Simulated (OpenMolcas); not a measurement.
Co3+ among 5 point charges of -1 e arranged as a trigonal bipyramid (D3h), 1.71 Å from the ion, with the axial distance 1.642 Å.

| Item | Value |
| --- | --- |
| Program | OpenMolcas |
| Method | SS-CASPT2, IPEA 0.25 Eh, imaginary shift 0.1 Eh (closed shells correlated: 3s 3p) |
| Basis | ANO-RCC-VDZP [5s4p2d1f] |
| Scalar Hamiltonian | DKH2, point nucleus |
| Active space | 6 electrons in 5 orbitals (3d) |
| State averaging | 2S+1 = 5 even, 5 roots; 2S+1 = 3 even, 45 roots; 2S+1 = 1 even, 50 roots |
| Spin-orbit coupling | RASSI with atomic mean-field integrals over the reference wave functions |

Question: What is the spin-free ground state (labels of D3, the rotations of D3h)?

Answer: 5E, 2-fold in its orbital part, 100 % from free-ion D terms; it has the highest spin that d6 allows.

Question: Where is the first state of the same spin?

Answer: 5E at 827 cm-1 above the ground state.

Question: What are the lowest two levels with spin-orbit coupling?

Answer: A 2-fold level E with g = 0.00, 0.00, 12.00, then a 2-fold level 210 cm-1 above it. Their leading multiplicities are 5 (100 %) and 5 (100 %).

Question: What is χT at 300 K, and how does it compare with the textbook value?

Answer: The lowest level has 2S+1 = 5, for which the spin-only value is χT = S(S+1) / 2 = 3.000 cm3 K/mol (g = 2). The computed 5.326 at 300 K differs by +2.326, through orbital momentum, spin-orbit coupling and any other state in reach.

Roots that are degenerate in the reference are averaged as groups; the widest CASPT2 spread within a group is 120 cm-1 (the 2-fold group of multiplicity 5 near 0 cm-1 above the lowest state of its run). Shifts and gaps below about the spread of the groups concerned are not significant. An orbital doublet at a regular site is open to a Jahn-Teller distortion, which this geometry leaves out. Point charges give a weaker field than real ligands, and real ions of this kind are often low spin; the high spin found here belongs to the model. Free-ion shares, where given, are those of the reference states; single-state CASPT2 does not remix them. Point charges carry no covalency, so the field is a model and not that of real ligands. No measured value stands beside these numbers.

With an even number of electrons the g values are those of a degenerate or nearly degenerate non-Kramers pair.
